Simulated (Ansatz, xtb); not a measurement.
# Relative energy of two structures of GaHO3Si

Structure X: a singlet given by its coordinates. Structure Y: `O=[Si](O)[O][Ga]`, a singlet. Both are isolated molecules in the gas phase, relaxed with B3LYP-D3(BJ)/def2-SVP; the shapes shown needn't be the lowest conformers.

X (Å):

```yaml
atoms:
  - { symbol: Ga, position_ang: [0.9134, -1.4005, 1.5571] }
  - { symbol: O, position_ang: [-1.9744, -4.4928, 1.0384] }
  - { symbol: O, position_ang: [0.3534, -3.3886, 2.1740] }
  - { symbol: O, position_ang: [-0.9375, -1.9032, 0.4603] }
  - { symbol: Si, position_ang: [-0.8925, -3.2905, 1.2101] }
  - { symbol: H, position_ang: [-2.7063, -4.3419, 0.4240] }
```

Close contacts (Å): Ga1–O3 2.16, Ga1–O4 2.21, Ga1–Si5 2.64, O2–Si5 1.63, O3–Si5 1.58, O4–Si5 1.58, O2–H6 0.97.

Y (Å):

```xyz
6

Ga    0.4936   -3.9890   -1.5143
O    -2.6619   -3.8584    1.4727
O    -0.2214   -3.4134    0.0871
O    -0.5650   -2.2299    2.3916
Si   -1.2719   -3.2401    1.3014
H    -1.1194   -2.0594    3.1654
```

Q: Estimate E(Y) − E(X) at the level CCSD(T)/def2-SVP + ΔMP2/def2-TZVPP.

A: Not settled: CCSD(T)/def2-SVP + ΔMP2/def2-TZVPP gives E(Y) − E(X) = +2.1 kcal/mol, but this leans on the basis-set step: CCSD(T) alone gives 0.0 kcal/mol.

Level by level:

| level | geometry | E(Y) − E(X) (kcal/mol) | departure from the last row (kcal/mol) | job, with rough time for the two |
| --- | --- | --- | --- | --- |
| B3LYP-D3(BJ)/def2-SVP | B3LYP-D3(BJ)/def2-SVP | −0.7 | −2.9 | optimisation, 89 s |
| HF/def2-SVP | B3LYP-D3(BJ)/def2-SVP | −5.9 | −8.0 | part of the CCSD(T) run |
| MP2/def2-SVP | B3LYP-D3(BJ)/def2-SVP | +0.6 | −1.5 | part of the CCSD(T) run |
| CCSD(T)/def2-SVP | B3LYP-D3(BJ)/def2-SVP | 0.0 | −2.1 | single point |
| CCSD(T)/def2-SVP + ΔMP2/def2-TZVPP | B3LYP-D3(BJ)/def2-SVP | +2.1 |  | single point, 46 s |

B3LYP-D3(BJ)/def2-SVP, HF/def2-SVP put the two in the other order. CCSD(T)/def2-SVP finds them nearly level. The largest departure from CCSD(T)/def2-SVP + ΔMP2/def2-TZVPP is that of HF/def2-SVP, 8.0 kcal/mol. Levels run at GFN2-xTB geometries aren't shown. The last row adds to CCSD(T) the change of the MP2 difference between the two basis sets, here +2.1 kcal/mol.

With harmonic frequencies from B3LYP-D3(BJ)/def2-SVP (ideal gas, rigid rotor, one conformer each, 298.15 K, 1 atm): on the last row, ΔE + ΔZPE = +2.3 kcal/mol. A mode under 50 cm⁻¹ makes harmonic enthalpies and free energies unreliable, so none is given.

The correlated steps freeze 17 core orbitals; the filled d shell of Ga is correlated, in a basis made for valence electrons. Programs: Ansatz 0.2.0; the last row on 1 thread of Arm Neoverse V1 on a shared host.
